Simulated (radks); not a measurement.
Kinetic energies: the exact non-interacting value of the Kohn-Sham orbitals and orbital-free approximations, in hartree. Species: Te4+ [Kr] 4d10 5s2; Pb2+ [Hg]. All-electron calculation, non-relativistic Kohn-Sham, LDA (Slater exchange, Perdew-Wang correlation), spin-polarised, spherical densities, point nucleus. Program: a radial shooting solver on a logarithmic mesh with Libxc functionals. Every spin shell is full or empty, so the densities are truly spherical. Functionals are evaluated on that one density, not self-consistently.

| functional | Te4+ | Pb2+ |
|---|---|---|
| exact | 6601.76 | 19511.9 |
| Thomas-Fermi | 6255.9 | 18619 |
| von Weizsacker | 2708.1 | 6846.0 |
| TF + vW | 8964.0 | 25465 |
| TF + vW/9 | 6556.8 | 19380 |
| TF + vW/5 | 6797.5 | 19988 |
| LC94 | 6605.8 | 19516 |
| APBEK | 6609.2 | 19521 |
| Perdew 92 | 6557.4 | 19381 |
| Thakkar | 6562.7 | 19359 |
| Pearson | 6541.4 | 19350 |
| LKT | 7849.0 | 22585 |
| PG1 | 7580.9 | 21907 |
| DePristo-Kress | 6594.7 | 19473 |
